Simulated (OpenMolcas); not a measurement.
**C2+: from CASSCF to CASPT2**

```yaml
Program: OpenMolcas
Basis: ANO-RCC-VQZP [5s4p3d2f1g]
Scalar_Hamiltonian: DKH2, point nucleus
Active_space: 2 electrons in 4 orbitals (2s 2p)
State_averaging: 2S+1 = 3 even, 3 roots; 2S+1 = 1 even, 7 roots; 2S+1 = 3 odd, 3 roots; 2S+1 = 1 odd, 3 roots
Spin-orbit_coupling: RASSI with atomic mean-field integrals over the reference wave functions, term energies averaged over their components
```

Methods on the same reference wave functions:
A. CASSCF
B. SS-CASPT2, IPEA 0.25 Eh, imaginary shift 0.1 Eh (closed shells correlated: 1s)
C. MS-CASPT2, IPEA 0.25 Eh, imaginary shift 0.1 Eh (closed shells correlated: 1s)

Energies in eV above 2s² ¹S₀, the measured ground level; measured values from Moore, Selected Tables of Atomic Spectra, NSRDS-NBS 3, section 3.

| Level | A | B | C | Measured |
| --- | --- | --- | --- | --- |
| 2s² ¹S₀ | 0.0000 | 0.0000 | 0.0000 | 0.0000 |
| 2s 2p ³P°₀ | 6.5632 | 6.488 | 6.492 | 6.4927 |
| 2s 2p ³P°₁ | 6.5665 | 6.492 | 6.495 | 6.4956 |
| 2s 2p ³P°₂ | 6.5732 | 6.498 | 6.502 | 6.5026 |
| 2s 2p ¹P°₁ | 14.0373 | 12.849 | 12.853 | 12.6900 |
| 2p² ³P₀ | 17.2606 | 17.040 | 17.044 | 17.0386 |
| 2p² ³P₁ | 17.2639 | 17.044 | 17.048 | 17.0422 |
| 2p² ³P₂ | 17.2705 | 17.050 | 17.054 | 17.0481 |
| 2p² ¹D₂ | 19.3674 | 18.225 | 18.229 | 18.0863 |
| 2p² ¹S₀ | 24.3213 | 22.700 | 22.707 | 22.6296 |

Deviations, from unrounded energies. A percentage is the sum of absolute deviations over the sum of measured energies, with the sign that they share, or ± where signs differ.

```tsv
Against measurement	Levels	A	B	C
mean absolute deviation (cm-1)	9	4700	350	360
other configurations (%)	9	+4.2	±0.3	±0.3
```

B, C lie about equally close to measurement and A furthest from it. The largest miss of B in the table is 2s 2p ¹P°₁, by +1300 cm-1. The ranking rests on the paired levels alone, and a cruder setting can come out closer through cancelling errors.

Between B and C the level of the table that moves most is 2p² ¹S₀, by 62 cm-1 (lowest in B, highest in C).

The lowest spin-free term lies below A's lowest term by 0.018 hartree in B, 0.018 hartree in C.

Computed and measured levels are paired by configuration, term and J; levels that our copy of the source lacks, or whose pairing is in doubt (as where it misses far off the trend of its configuration), stay unpaired and out of the deviations. Only configurations of the active space appear.

° marks odd parity.
